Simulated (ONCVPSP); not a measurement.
**Cr: variants of one ONCV potential**

Base potential:

Cr (Z = 24), optimised norm-conserving Vanderbilt (ONCV), made with ONCVPSP 4.0.1 (PBE, scalar-relativistic). Core [Ne], reference 3s2 3p6 3d5 (charge +1). Waves: 3s: rc 0.95 bohr, ncon 3, nbas 7, qcut 5.6 1/bohr, 2 projectors, debl 2.1 Ha; 3p: rc 1.05 bohr, ncon 3, nbas 7, qcut 7.4 1/bohr, 2 projectors, debl 0.7 Ha; 3d: rc 2.05 bohr, ncon 4, nbas 8, qcut 6 1/bohr, 2 projectors, debl 1.4 Ha. Local part: polynomial inside 0.60 bohr (lpopt 5, dvloc0 0 Ha). Core correction: none.

In the s channel the program set the typed energies aside and used -2.976, 0.250 Ha. In the p channel the program set the typed energies aside and used -1.928, 0.250 Ha.

Cutoffs, loose and tight: the cutoffs (Ha) at which the residual kinetic energy of the hardest occupied pseudo-wave falls to 1 and 0.1 mHa per electron. They do not see the model core or the augmentation charge, which bear on the density cutoff. Test errors are all-electron minus pseudo excitation energies from the reference, over the configurations 3s2 3p6 3d5 4s1; 3s2 3p6 3d4; 3s2 3p6 3d3; 3s2 3p6 3d5 4s0.5. A dash means not determined; rows that change the core or the reference have their own tests.

| change | outcome | cutoff, loose | cutoff, tight | bound ghosts | GHOST(+) flags above zero | largest test error (meV) |
| --- | --- | --- | --- | --- | --- | --- |
| base | generated, projector energies reset by the program | – | – | none | s | +697 |
| all radii scaled by about 0.90 (s 0.86, p 0.94, d 1.84 bohr); local potential polynomial inside 0.54 bohr (lpopt 5, dvloc0 0 Ha) | generated, projector energies reset by the program | – | – | none | s, d | +487 |
| all radii scaled by about 1.08 (s 1.02, p 1.14, d 2.22 bohr); local potential polynomial inside 0.64 bohr (lpopt 5, dvloc0 0 Ha) | generated, projector energies reset by the program | – | – | none | s | +901 |
| all radii scaled by about 1.33 (s 1.26, p 1.40, d 2.72 bohr); local potential polynomial inside 0.80 bohr (lpopt 5, dvloc0 0 Ha) | generated, projector energies reset by the program | 30 Ha | 97 Ha | none | none | +1608 |

(1) What comes out with this change to the base: all radii scaled by about 0.80 (s 0.76, p 0.84, d 1.62 bohr); local potential polynomial inside 0.48 bohr (lpopt 5, dvloc0 0 Ha)?

(2) What comes out with this change to the base: all radii scaled by about 1.22 (s 1.16, p 1.28, d 2.50 bohr); local potential polynomial inside 0.74 bohr (lpopt 5, dvloc0 0 Ha)?

Answers

(1) outcome: generated, projector energies reset by the program; bound ghosts: none; GHOST(+) flags above zero: s, d; largest test error (meV): +307.

(2) outcome: generated, projector energies reset by the program; cutoff, loose: 91 Ha; cutoff, tight: 151 Ha; bound ghosts: none; GHOST(+) flags above zero: s; largest test error (meV): +1282.

Reading the sweep of the scale of all radii (base = 1) (base included, trends over the rows without a ghost): The median size of the test errors (rows with all tests solved) rises from 19.0 meV at 0.8 to 114.5 meV at 1.33. More of the atom is replaced by a form fitted at one configuration, so other configurations suffer as the radius grows.
